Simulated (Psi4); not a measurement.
Input for Psi4:
```
memory 2 GB

molecule {
0 1
B    -0.91491923    0.11210003   -0.01661920
N     0.73087909   -0.08955061    0.01327617
H    -1.31399349   -0.64168266   -0.84737361
H    -1.09154966    1.25500958   -0.29974635
H    -1.29004994   -0.16052617    1.07999077
H     0.93390981   -1.05286399    0.25124010
H     1.12008257    0.53455889    0.70957279
H     1.10004319    0.13185843   -0.90352092
}

set {
  basis sto-3g
}

energy('mp2')
print_variables()
```

### Question
Give the number of basis functions at the level MP2/STO-3G run with Psi4.

### Answer
16

### Question
Give the MP2 correlation energy at the level MP2/STO-3G.

### Answer
-0.0991 Eh

### Question
Estimate the total energy that MP2/STO-3G returns for this input.

### Answer
-81.6950 Eh

### Question
What is the computed nuclear repulsion energy (MP2/STO-3G)?

### Answer
40.7880 Eh
